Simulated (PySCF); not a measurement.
A structure optimised at B3LYP-D3(BJ)/def2-TZVP, used in a PySCF frequency run:

```
C
Te 1 1.9033
Te 1 1.9033 2 180.00
```
Charge 0, spin multiplicity 1.

Write its SMILES, formula and point group.

[Te]=C=[Te], CTe2, D∞h

What are its rotational constants (standard atomic weights)?

0.54665 GHz (linear rotor, B only)
